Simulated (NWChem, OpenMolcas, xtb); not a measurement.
## AlPNH4OF (SMILES [NH2][Al]([F])[PH]O): the dipole moment, rung by rung

The species is AlPNH4OF (9 atoms), meant as a singlet with charge 0. As SMILES, `[NH2][Al]([F])[PH]O`. The coordinates come from a PBE0-D4/def2-TZVP relaxation. This is one conformer, not always the lowest.

```xyz
9

N     1.4892    1.0046   -0.1858
Al    0.8824   -0.5729    0.2852
F     1.9053   -1.6774    0.9660
P    -1.3227   -1.1961   -0.1584
O    -1.8899    0.3511   -0.4715
H     0.8939    1.7227   -0.5659
H     2.4317    1.3389   -0.0724
H    -1.6432   -1.3102    1.2303
H    -2.6581    0.2930   -1.0446
```

Each level gives the dipole moment (D). The values are calculated.

```csv
level,kind,program,value (D),CPU time
GFN2-xTB,semi-empirical,xtb,2.83,under 2 s
HF/def2-SVP,Hartree–Fock,NWChem,2.03,19 s
SVWN5/def2-SVP,LDA,OpenMolcas,2.44,32 s
PBE/def2-SVP,GGA,OpenMolcas,2.36,42 s
M06-L/def2-SVP,meta-GGA,OpenMolcas,2.20,52 s
r2SCAN/def2-SVP,meta-GGA,OpenMolcas,2.31,50 s
M06-2X/def2-SVP,hybrid meta-GGA,OpenMolcas,2.20,47 s
```

The values span 2.03 to 2.83 D. Magnitudes only. CPU times are rough (shared hosts, several kinds of processor and program).
